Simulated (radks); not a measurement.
The numbers below are computed, except where a source is named.
Task: Dipole-allowed excitations along the series with 18 electrons in [Ar]. Level of theory: non-relativistic Kohn-Sham, LB94 model potential, spin-polarised, spherical densities, point nucleus (a radial shooting solver on a logarithmic mesh with Libxc functionals). Time-dependent linear response with the Hartree and adiabatic LDA kernel, continuum included through the Sternheimer equations. Lines are the poles of the dipole polarisability below minus the highest occupied eigenvalue, found on a grid refined at the orbital gaps; the lowest seven at most are given, and weak or close lines can be missed. The first line takes the name of the lowest orbital gap if no other gap lies below it; otherwise a line is named after a gap within 0.6 % of it, if that gap stands alone.

species  -e(HOMO) (eV)  lowest orbital gap (eV)  first line (eV)     f  strongest line (eV)  its f  static alpha (bohr^3)
Zr22+           1085.5             3p-3d 108.41   139.37 (3p-3d)  1.32       572.32 (3p-4d)   1.92                0.05998
Mo24+           1256.1             3p-3d 116.12   148.97 (3p-3d)  1.23       654.69 (3p-4d)   2.02                0.04864
Tc25+           1345.9             3p-3d 119.97   153.76 (3p-3d)  1.19       697.86 (3p-4d)   2.07                0.04404

Estimate the first line of Nb23+, its oscillator strength and the static polarisability.

Result: 144.17 eV (3p-3d), f = 1.28, alpha = 0.05392 bohr^3.
